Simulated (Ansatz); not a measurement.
CH7GeNO can be A, `N[CH](O)[GeH3]`, or B, `[CH3][GeH]([NH2])[OH]`.

Gas-phase electronic energies from Ansatz, PBE0-D4/def2-TZVP geometries. CCSD(T)/CBS is the MP2 limit (def2-TZVPP, def2-QZVPP) plus CCSD(T) − MP2 in def2-TZVPP, frozen cores. Functionals use def2-TZVPP. For Ge outer-core shells are correlated without core-valence functions, which leaves a few kJ/mol of doubt a bond. Scalar relativity is left out up to krypton. Each species was taken in one conformer, which may not be the lowest.

Question: Which isomer does CCSD(T)/CBS put lower? Give the gap. (An estimate is asked.)

Answer: The calculation gave: B, by 54.9 kcal/mol.

Question: Give E(B) − E(A) in kcal/mol with HF/def2-TZVPP, r2SCAN-D4, PBE-D4, PBE0-D4, CCSD/def2-TZVPP, MP2/def2-TZVPP, B2PLYP. (An estimate is asked.)

Answer: Computed: HF/def2-TZVPP -56.2, r2SCAN-D4 -52.9, PBE-D4 -49.0, PBE0-D4 -51.0, CCSD/def2-TZVPP -55.2, MP2/def2-TZVPP -58.1, B2PLYP -54.7. None reverses the order clearly.

Largest T1 diagnostic: 0.011.

From PBE to PBE0 (25 % exact exchange), in def2-TZVPP and without D4, E(B) − E(A) moves by −1.9 kcal/mol.
